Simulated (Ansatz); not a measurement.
One change: `CNC(C)=O` becomes `CC(=O)[SiH3]`.

Ansatz, PBE0-D4/def2-TZVP geometries, multiplicity 1. 

| property | `CNC(C)=O` |
| --- | --- |
| HOMO energy (ωB97M-V/def2-TZVPP) / eV | -9.63 |
| HOMO energy (PBE/def2-TZVPP) / eV | -5.60 |
| LUMO energy (ωB97M-V/def2-TZVPP) / eV | 2.25 |
| LUMO energy (PBE/def2-TZVPP) / eV | -0.17 |
| size of the dipole moment (PBE/def2-TZVPP) / D | 3.66 |
| HOMO–LUMO gap (PBE/def2-TZVPP) / eV | 5.43 |

Task: Give the same properties after the change, and the shifts. (Best estimate.)

Result: The calculation gave: 
```tsv
property	`CC(=O)[SiH3]`	shift
HOMO energy (ωB97M-V/def2-TZVPP) / eV	-9.25	0.38
HOMO energy (PBE/def2-TZVPP) / eV	-5.53	0.07
LUMO energy (ωB97M-V/def2-TZVPP) / eV	0.99	-1.26
LUMO energy (PBE/def2-TZVPP) / eV	-2.39	-2.22
size of the dipole moment (PBE/def2-TZVPP) / D	2.33	-1.33
HOMO–LUMO gap (PBE/def2-TZVPP) / eV	3.14	-2.29
```

With PBE0 the HOMO rises by 0.28 eV and the LUMO falls by 2.12 eV, so the gap narrows by about 2.40 eV. PBE moves the HOMO by 0.07 eV and ωB97M-V by 0.38 eV. Dipoles are sizes alone; their direction can turn.
